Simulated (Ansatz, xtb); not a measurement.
# FH5NSi2+: where a starting geometry ends

The starting geometry of this gas-phase singlet has its atoms placed at random.

```xyz
9

F     0.7211   -0.9471    0.9859
N     0.4278    0.3482    1.7594
Si   -0.2731    0.0490   -0.5975
Si   -2.1175    0.7119   -0.8940
H    -1.6027   -0.9378   -0.5873
H     1.5511   -0.3836    0.7017
H    -0.6401   -1.6150   -0.1517
H     0.1132    1.2263   -0.6632
H     0.4252    0.9531    0.5677
```

Question: Guess where an optimisation with r2SCAN-D4/def2-SVP ends from this start.

Answer: It loosens into H4NSi2 + FH, which stay close as a complex (formulas without charges). Distances that change by over a tenth: F1–N2 (1.54 → 2.74 Å), Si3–Si4 (1.98 → 2.34 Å), Si3–H7 (1.76 → 1.48 Å), Si3–H8 (1.24 → 1.48 Å), Si4–H5 (1.76 → 1.50 Å). Contacts that open: Si3–H5 (1.66 → 3.80 Å), Si3–H9 (1.63 → 2.58 Å). Contacts that close: N2–Si3 (2.48 → 1.77 Å), N2–Si4 (3.69 → 1.70 Å), N2–H9 (1.34 → 1.02 Å).

The energy falls by 18.03 eV over 40 steps:

```tsv
step	E − E(last) (eV)
1	18.030
5	10.209
10	7.535
14	4.850
18	2.114
23	0.197
27	0.043
31	0.010
36	0.000
40	0.000
```

Final geometry (Å):

```tsv
atom	x (Å)	y (Å)	z (Å)
F	1.7446	-0.5619	0.8522
N	-0.8243	0.3870	0.7729
Si	0.0761	-0.3582	-0.5566
Si	-2.0807	0.5189	-0.3592
H	-3.3479	1.1448	0.1288
H	2.5743	-0.9567	0.6610
H	0.0966	-1.8250	-0.7160
H	0.9599	0.4583	-1.4106
H	-0.5935	0.5976	1.7483
```

From the same start GFN2-xTB ends elsewhere, in pieces: H4NSi2 + FH.

From so rough a start the end depends on the optimiser's path, so another program may land elsewhere. The end wasn't checked by frequencies. Run with Ansatz 0.2.0, 2.1 min on 1 thread of Intel(R) Xeon(R) Platinum 8259CL CPU @ 2.50GHz (Skylake/Cascade Lake), with other jobs on the host.
